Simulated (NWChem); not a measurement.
System: CH₄F₃NSi; SMILES F[Si](F)(CN)F

Here is an NWChem input.

```
start job
memory heap 200 mb stack 900 mb global 1100 mb
geometry units angstroms noautoz
  N     -0.104704     2.385283     0.000000
  C      0.850588     1.282643     0.000000
  Si     0.052232    -0.391002     0.000000
  F     -0.898994    -0.559316    -1.285846
  F      1.078500    -1.625589     0.000000
  F     -0.898994    -0.559316     1.285846
  H     -0.709915     2.346205    -0.817614
  H     -0.709915     2.346205     0.817614
  H      1.518980     1.371745    -0.873650
  H      1.518980     1.371745     0.873650
end
basis spherical
  * library 6-31g*
end
dft
  xc xpbe96 cpbe96
  iterations 150
  mulliken
end
task dft energy
```

The geometry was optimised at PBE0/def2-SVP.

Task: Give the results of this calculation. (PBE/6-31G* (spherical d).) Quantities: energy (Ha); highest occupied level (eV); orbital gap (eV); dipole (D).

Result: 
| Property | Result |
|---|---|
| energy (Ha) | -683.89 |
| highest occupied level (eV) | -5.41 |
| orbital gap (eV) | 5.71 |
| dipole (D) | 1.27 |
